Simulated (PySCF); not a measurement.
Species: C5H6Cl2Si.
SMILES with atom numbers: `[Cl:1][CH:2]([Cl:3])[C:4]1=[CH:5][SiH2:6][CH:7]=[CH:8]1`

Geometry (GFN2-xTB, Å), atoms numbered from 1 in this order:
```
atom  x, y, z in Å
Cl1    2.8692    0.2030   -1.2793
C2     2.0476   -0.2122    0.2531
Cl3    2.4074   -1.9147    0.6623
C4     0.5801   -0.0111    0.1243
C5    -0.1301    0.8364    0.8822
Si6   -1.9474    0.7608    0.3678
C7    -1.4849   -0.5275   -0.9307
C8    -0.1706   -0.7650   -0.8791
H9     2.4931    0.4064    1.0340
H10    0.3267    1.4384    1.6490
H11   -2.4163    2.0271   -0.1928
H12   -2.8038    0.2476    1.4356
H13   -2.1279   -1.0296   -1.6334
H14    0.3563   -1.4603   -1.5153
```

Probes without a nucleus sit at each ring's centroid and 1 Å off its mean plane on both sides; NICS is minus the shielding there, NICSzz its component along the normal. Level: GIAO PBE0/pcSseg-1 (PySCF, non-relativistic, gas phase) on the GFN2-xTB geometry, one conformer.

Ring bond lengths (Å), with Mayer bond orders in brackets: C4–C5 1.341 (1.83), C5–Si6 1.890 (0.87), Si6–C7 1.887 (0.90), C7–C8 1.337 (1.86), C8–C4 1.462 (1.03).

**Question.** What do the NICS probes read (ppm)?

**Answer.** 
```tsv
ring	type	NICS(0)	NICS(1), two faces	NICS(1)zz, two faces	rms pucker (Å)	centre to ring atoms, mean (Å)
C4–C5–Si6–C7–C8	5-membered ring with Si; formal bonds 2 double, 3 single	0.5	-2.1 / -2.1	0.7 / 0.7	0.00	1.34
```

**Question.** What do they say, and how far can they be read as aromaticity?

**Answer.** 
- C4–C5–Si6–C7–C8: mean NICS(1)zz 0.7 ppm, near zero. Si6 has four or more neighbours; no verdict on aromaticity is drawn.

**Question.** Give the inner angles of the rings and the Hirshfeld charges of the ring atoms.

**Answer.** 
- C4–C5–Si6–C7–C8: C4 116.2° (-0.017 e), C5 109.3° (-0.138 e), Si6 88.8° (+0.346 e), C7 109.6° (-0.139 e), C8 116.1° (-0.050 e); sum 540.0° against 540° for a flat convex ring.

**Question.** What are the shieldings of the ring atoms and their hydrogens in the same run (means over atoms taken as equivalent)?

**Answer.** 
```
   atoms                      environment  σ isotropic (ppm)
      C4  fully substituted alkene carbon               21.3
      C5                 alkene CH carbon               57.5
     Si6                     SiH2 silicon              388.1
      C7                 alkene CH carbon               50.6
      C8                 alkene CH carbon               30.2
     H10                 vinylic hydrogen              25.77
H11 (×2)                    Si–H hydrogen              26.99
     H13                 vinylic hydrogen              25.27
     H14                 vinylic hydrogen              23.99
```
